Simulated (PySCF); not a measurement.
NMR data simulated for an unnamed compound:

¹H NMR (500 MHz, computed): δ 7.48 (m, 1H), 7.38 (m, 1H), 5.35 (m, 1H), 5.24 (m, 1H), 5.19 (m, 1H), 5.16 (m, 1H), 5.16 (m, 1H), 1.99 (m, 1H), 0.45 (br s, 1H).

¹³C{¹H} NMR (computed): δ 157.2 (CH), 156.7 (CH), 102.8 (CH), 89.5 (C).

Level of theory: geometry from GFN2-xTB, NMR shieldings at PBE0/pcSseg-1/GIAO, in PySCF 2.14 (gas phase, no relativistic terms, one computed conformer).

Referencing at the same level of theory: ¹H, ¹³C vs TMS.

Which of these does the molecule contain: a non-aromatic C=C double bond, a CF3 group, a C≡C triple bond, a Si–H bond, an S-methyl group, a (CH3)2CH unit?

Results:


- A non-aromatic C=C double bond: yes.
- A CF3 group: no.
- A C≡C triple bond: yes (δC 102.8, 89.5; δH 1.99 (m)).
- A Si–H bond: yes (δH 5.16 (m), 5.19 (m)).
- An S-methyl group: no.
- A (CH3)2CH unit: no.

The data belong to SMILES C#C[SiH2]O[Si@@H]1C=C[SiH2]N1, C₄H₉NOSi₃; they needn't prove each group on their own.

Carbon signals by region: 3 in the sp2 and nitrile region (100–160 ppm), 1 at 50–100 ppm.

The OH or NH signal is concentration- and solvent-dependent in practice; the value given is the gas-phase one. Shifts are as computed. Against solution values, carbons near 30 ppm lie about +3 ppm off and those near 130 ppm about +5 ppm. Of 1309 compounds with measured shifts, 239 miss one by over three times the rms of a fit or turn the order of signals round; such compounds aren't used in these exercises. Multiplicities follow the n + 1 count of equivalent neighbours, as no J values were calculated; m marks all less simple cases, F and P coupling included.
